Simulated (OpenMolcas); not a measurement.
Computed transition rates of Mo²⁺

- Program: OpenMolcas
- Method: CASSCF
- Basis: ANO-RCC-VTZP [7s6p4d2f1g]
- Scalar Hamiltonian: DKH2, point nucleus
- Active space: 4 electrons in 5 orbitals (4d)
- State averaging: 2S+1 = 5 even, 5 roots; 2S+1 = 3 even, 45 roots kept (CI in the orbitals of an earlier block); 2S+1 = 1 even, 50 roots kept (CI in the orbitals of an earlier block)
- Spin-orbit coupling: state interaction with AMFI integrals over the reference wave functions, term energies averaged over their components

Rates come from the transition moments of the reference wave functions (E1 and E2 in the length form). At fixed line strength A goes as λ^-3 for E1 and M1 and as λ^-5 for E2, so a rate at the computed wavelength can be rescaled to the measured one. Measured vacuum wavelengths follow from level energies in Sugar and Musgrove, J. Phys. Chem. Ref. Data 17, 155 (1988). Branching counts decays inside the model space alone, at computed energies, and the table is only a selection of the E2 and M1 lines, drawn from those between levels with measured partners whose computed energy lies within a factor of 1.5 of the measured one.

```json
{"Upper": "4d4 5D1", "Lower": "4d4 5D0", "Type": "M1", "λ computed (nm)": "45940", "λ measured (nm)": "41320", "A computed (s-1)": "5.55e-04", "A rescaled (s-1)": "7.63e-04", "Branching %": "100.0"}
{"Upper": "4d4 5D2", "Lower": "4d4 5D1", "Type": "M1", "λ computed (nm)": "24940", "λ measured (nm)": "23460", "A computed (s-1)": "3.65e-03", "A rescaled (s-1)": "4.39e-03", "Branching %": "100.0"}
{"Upper": "4d4 3H6", "Lower": "4d4 3H5", "Type": "M1", "λ computed (nm)": "20910", "λ measured (nm)": "18670", "A computed (s-1)": "2.36e-03", "A rescaled (s-1)": "3.32e-03", "Branching %": "97.8"}
{"Upper": "4d4 3H5", "Lower": "4d4 3H4", "Type": "M1", "λ computed (nm)": "20350", "λ measured (nm)": "16780", "A computed (s-1)": "3.06e-03", "A rescaled (s-1)": "5.46e-03", "Branching %": "95.8"}
{"Upper": "4d4 5D3", "Lower": "4d4 5D2", "Type": "M1", "λ computed (nm)": "18400", "λ measured (nm)": "17990", "A computed (s-1)": "7.43e-03", "A rescaled (s-1)": "7.95e-03", "Branching %": "100.0"}
{"Upper": "4d4 5D4", "Lower": "4d4 5D3", "Type": "M1", "λ computed (nm)": "15320", "λ measured (nm)": "15420", "A computed (s-1)": "7.52e-03", "A rescaled (s-1)": "7.37e-03", "Branching %": "100.0"}
{"Upper": "4d4 3G5", "Lower": "4d4 3H6", "Type": "M1", "λ computed (nm)": "2393", "λ measured (nm)": "3444", "A computed (s-1)": "6.48e-02", "A rescaled (s-1)": "", "Branching %": "33.2"}
{"Upper": "4d4 3G5", "Lower": "4d4 3H5", "Type": "M1", "λ computed (nm)": "2147", "λ measured (nm)": "2908", "A computed (s-1)": "7.43e-02", "A rescaled (s-1)": "", "Branching %": "38.1"}
{"Upper": "4d4 1G4(1)", "Lower": "4d4 3F4(1)", "Type": "M1", "λ computed (nm)": "1347", "λ measured (nm)": "1583", "A computed (s-1)": "4.22e-01", "A rescaled (s-1)": "", "Branching %": "32.2"}
{"Upper": "4d4 1I6", "Lower": "4d4 3H6", "Type": "M1", "λ computed (nm)": "1327", "λ measured (nm)": "1543", "A computed (s-1)": "1.75e-01", "A rescaled (s-1)": "", "Branching %": "54.2"}
{"Upper": "4d4 1I6", "Lower": "4d4 3H5", "Type": "M1", "λ computed (nm)": "1248", "λ measured (nm)": "1426", "A computed (s-1)": "1.48e-01", "A rescaled (s-1)": "", "Branching %": "45.6"}
{"Upper": "4d4 1S0(1)", "Lower": "4d4 3P1(1)", "Type": "M1", "λ computed (nm)": "809.3", "λ measured (nm)": "954.2", "A computed (s-1)": "2.20e+00", "A rescaled (s-1)": "", "Branching %": "99.9"}
{"Upper": "4d4 1D2(1)", "Lower": "4d4 3F3(1)", "Type": "M1", "λ computed (nm)": "760.1", "λ measured (nm)": "1129", "A computed (s-1)": "4.76e-01", "A rescaled (s-1)": "", "Branching %": "33.5"}
{"Upper": "4d4 3H4", "Lower": "4d4 5D4", "Type": "M1", "λ computed (nm)": "710.8", "λ measured (nm)": "925.3", "A computed (s-1)": "1.20e-02", "A rescaled (s-1)": "", "Branching %": "83.8"}
{"Upper": "4d4 3P0(1)", "Lower": "4d4 5D1", "Type": "M1", "λ computed (nm)": "621.3", "λ measured (nm)": "916.8", "A computed (s-1)": "1.84e+00", "A rescaled (s-1)": "", "Branching %": "99.9"}
{"Upper": "4d4 3F4(1)", "Lower": "4d4 5D4", "Type": "M1", "λ computed (nm)": "593.5", "λ measured (nm)": "804.9", "A computed (s-1)": "8.46e-01", "A rescaled (s-1)": "", "Branching %": "78.3"}
{"Upper": "4d4 3P1(1)", "Lower": "4d4 5D2", "Type": "M1", "λ computed (nm)": "590.5", "λ measured (nm)": "844.4", "A computed (s-1)": "1.40e+00", "A rescaled (s-1)": "", "Branching %": "89.2"}
{"Upper": "4d4 3F3(1)", "Lower": "4d4 5D3", "Type": "M1", "λ computed (nm)": "579.2", "λ measured (nm)": "785.9", "A computed (s-1)": "4.83e-01", "A rescaled (s-1)": "", "Branching %": "64.0"}
{"Upper": "4d4 3F2(1)", "Lower": "4d4 5D2", "Type": "M1", "λ computed (nm)": "558.9", "λ measured (nm)": "754.1", "A computed (s-1)": "2.62e-01", "A rescaled (s-1)": "", "Branching %": "57.1"}
{"Upper": "4d4 3P2(1)", "Lower": "4d4 5D3", "Type": "M1", "λ computed (nm)": "546.1", "λ measured (nm)": "761.4", "A computed (s-1)": "8.85e-01", "A rescaled (s-1)": "", "Branching %": "87.7"}
{"Upper": "4d4 3G4", "Lower": "4d4 5D4", "Type": "M1", "λ computed (nm)": "528.7", "λ measured (nm)": "693.9", "A computed (s-1)": "1.36e-01", "A rescaled (s-1)": "", "Branching %": "57.0"}
{"Upper": "4d4 3G3", "Lower": "4d4 5D3", "Type": "M1", "λ computed (nm)": "522", "λ measured (nm)": "682.7", "A computed (s-1)": "1.24e-01", "A rescaled (s-1)": "", "Branching %": "39.4"}
{"Upper": "4d4 1G4(2)", "Lower": "4d4 1I6", "Type": "E2", "λ computed (nm)": "430.4", "λ measured (nm)": "630", "A computed (s-1)": "4.72e+00", "A rescaled (s-1)": "7.02e-01", "Branching %": "66.2"}
{"Upper": "4d4 3D3", "Lower": "4d4 5D4", "Type": "M1", "λ computed (nm)": "419.3", "λ measured (nm)": "567.7", "A computed (s-1)": "4.82e-01", "A rescaled (s-1)": "", "Branching %": "57.9"}
{"Upper": "4d4 3D2", "Lower": "4d4 5D1", "Type": "M1", "λ computed (nm)": "390.6", "λ measured (nm)": "517.2", "A computed (s-1)": "2.67e-01", "A rescaled (s-1)": "", "Branching %": "35.1"}
```

Spin-changing lines and M1 lines between different terms are not rescaled, since their strength hangs on the term gaps too.

The largest correction is for 4d4 1G4(2) → 4d4 1I6 (E2): 4.72e+00 × (430.4 / 630)^5 = 7.02e-01 s-1, a factor of 0.15.

The computed order of these levels differs from the measured one in 5 places, and where term gaps are wrong the rates of spin-changing lines can be off by large factors.

These are rates of the free ion; in crystals, glasses and complexes forced electric-dipole and non-radiative decay shorten such lifetimes by orders of magnitude. No measured rate stands beside these. Rescaling mends the energy factor alone: line strengths can still be far off where a level mixes with configurations outside the active space, and weak or spin-changing lines hang on small mixing coefficients that depend on the term gaps too, so rescaling need not improve them.

Levels of configurations with an s electron are missing; early in the row they begin among the upper levels of the d shell and mix with terms of their name. Without dynamic correlation excited terms often stand tens of per cent too high (terms of higher spin than the ground term too low), and those without a measured partner can miss by more than the paired ones. Some levels mix across a computed gap that differs much from the measured one, so their mixing is not that of the real levels. Terms from blocks run as CI alone lack orbitals of their own. Measured partners are found by configuration, term and J. A level has none where our copy of the source lacks it or the pairing is in doubt (some pairs that miss far off the trend of their configuration count as doubtful). Only configurations of the active space appear.

A number in round brackets counts repeated terms of one configuration in the order of the reference energies.
